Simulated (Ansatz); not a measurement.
Stepwise reaction of `OB(O[SiH3])O[SiH3]` with ammonia, as a gas-phase model of exchange steps in deposition or etching. ΔE in kJ/mol; ΔG adds harmonic PBE0-D4 terms to CCSD(T)/CBS, at 1 bar.

Computed with Ansatz on PBE0-D4/def2-TZVP structures; ΔE is electronic, products minus reactants. CBS: MP2 limit from def2 TZ/QZ plus the TZ coupled-cluster correction, frozen cores. This one scheme is used for every species. DFT in def2-TZVPP. B3LYP here is the variant with VWN-RPA as its local correlation; programs differ in this. Each species was taken in one conformer, which may not be the lowest.

```json
{"step": "1", "reaction": "`OB(O[SiH3])O[SiH3]` + NH₃ → `NB(O)O[SiH3]` + `O[SiH3]`", "PBE-D4": "35.3", "B3LYP-D4": "41.2", "ωB97M-V": "39.0", "CCSD(T)/CBS": "40.7", "ΔG(500 K)": "32.6"}
{"step": "2", "reaction": "`NB(O)O[SiH3]` + NH₃ → `NB(N)O` + `O[SiH3]`", "PBE-D4": "39.7", "B3LYP-D4": "44.9", "ωB97M-V": "43.1", "CCSD(T)/CBS": "44.2", "ΔG(500 K)": "28.4"}
```

(1) By hand: ΔE of the 2 steps together at CCSD(T)/CBS.

## Answers

(1) (40.7) + (44.2) = 84.9 kJ/mol, or 42.5 kJ/mol a step.

In ΔE the steps differ by no more than 3.5 kJ/mol. All are uphill at CCSD(T)/CBS. ΔG lies between 28.4 and 32.6 kJ/mol a step. PBE-D4 differs from CCSD(T)/CBS by -5.4 to -4.5 kJ/mol a step. Only this route is followed, and other bonds may react first. Isolated molecules leave out the surface, adducts and barriers. Largest T1 diagnostic: 0.012.
